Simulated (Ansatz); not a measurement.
The molecule TeSe, multiplicity 3 (lowest of 2S+1 = 1, 3, 5 at CCSD(T)/def2-TZVPP on PBE0 minima; our sources give no spin for the ground state, which may be another). No spin–orbit coupling. Se is treated without relativity.

Constants: fifth-degree fit in 1/R to seven points, most abundant isotopes. In def2 and cc sets the state is the lowest found near the PBE0 minimum, followed along R.

Correlated levels freeze the inner cores; with def2 sets outer-core shells near the valence are correlated too. CBS(a, b) extrapolates the correlation energy as X⁻³ and adds the Hartree–Fock energy of set b.

The values were computed with Ansatz (a first-principles code) with Gaussian orbitals. Values without a source in brackets are computed. In def2 rows elements past Kr take small-core potentials, without spin–orbit coupling.

Problem. What bond length and harmonic frequency does CAM-B3LYP/def2-TZVPP give?

Solution. r_e = 2.345 Å, ω_e = 337 cm⁻¹.

Problem. What bond length and harmonic frequency does CCSD(T)/def2-QZVPP give?

Solution. r_e = 2.354 Å, ω_e = 324 cm⁻¹.

Problem. What bond length and harmonic frequency does CCSD(T)/CBS(def2-TZVPP, def2-QZVPP) give?

Solution. r_e = 2.347 Å, ω_e = 326 cm⁻¹.
